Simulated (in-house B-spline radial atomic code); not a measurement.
Values are calculated unless marked as measured or tabulated.
**Stopping and range of 120 keV Ga in InAs**

The pair potential comes from two frozen, spherical free-atom densities (PBE, B-spline radial code, scalar-relativistic past argon): electrostatics plus the change in Thomas-Fermi kinetic and Dirac exchange energy where they overlap, the recipe behind the universal ZBL potential, which averages such potentials (from solid-state densities) over many pairs. It is written V = (Z1 Z2 e²/r) φ(r/a), with e² = 14.3996 eV·Å and a = 0.46850 Å/(Z1^0.23 + Z2^0.23); ZBL's fit is φ = 0.18175 e^(−3.1998x) + 0.50986 e^(−0.94229x) + 0.28022 e^(−0.4029x) + 0.02817 e^(−0.20162x). Where φ falls below 4e-4 it is continued as an exponential.

The target is taken as amorphous, with density 5.68 g/cm³ (NSM archive of the Ioffe Institute); channelling is ignored. Masses: Ga 69.72, In 114.82, As 74.92 u. Nuclear stopping is S_n = 4π a Z1 Z2 e² M1/(M1 + M2) × s_n(ε), with s_n integrated over impact parameters for each pair. Electronic stopping is Lindhard and Scharff's S_e = Z1^(1/6) 8π e² a0 Z1 Z2/(Z1^(2/3) + Z2^(2/3))^(3/2) × v/v0, with a0 = 0.529177 Å and v = v0 at 24.801 keV/u; it misses the oscillations with Z1 seen in experiment, which reach tens of per cent. Compounds add by atom fraction.

```
target atom    a (Å)  ε at this energy  s_n, this pair  s_n, ZBL potential
         In  0.10074            0.3439          0.3553              0.3503
         As  0.10557            0.4454          0.3607              0.3468
```

Q: What are the atom density and the stopping powers at entry?

A: N = 5.68 × 0.602214/94.87 = 0.03606 atoms/Å³. For In: S_n = 10460 × 0.3553 = 3717 eV·Å², S_e = 3.4955 × √120000 = 1211 eV·Å². For As: S_n = 9420 × 0.3607 = 3398 eV·Å², S_e = 2.9180 × √120000 = 1011 eV·Å². Averaged over the target's atoms (half each) and times N × 10 Å/nm, the ion loses N S_n = 1280 eV/nm to recoils and N S_e = 401 eV/nm to electrons; the nuclear share is 76 %.

Along the track:

```csv
E (keV),N S_n (eV/nm),N S_e (eV/nm)
6,756,89.6
18,1050,155
36,1200,219
60,1270,283
90,1290,347
120,1280,401
```

Q: Estimate the path length and the projected range.

A: With continuous slowing down the path is the integral of dE/(N (S_n + S_e)). Trapezoids over the table give 79.1 nm, and the stretch below the first row, with stopping taken as √E, adds 2E/(N S) = 14 nm: 93.3 nm in all, against 90.9 nm on a fine grid from 5 eV. Deflections shorten the depth: to first order in the energy passed on, N (S_n + S_e) dR_p/dE = 1 − N S_n (M2/M1) R_p/(2E), summed over the target's atoms, and integrating this on the fine grid gives R_p = 51 nm, 0.56 of the path. Lindhard's rule of thumb R/(1 + M2/3M1), with mean M2/M1 = 1.36, gives 62.6 nm. On the ZBL potential the same equation gives 52.1 nm, and the full integral equation, which keeps hard collisions, 56 nm.
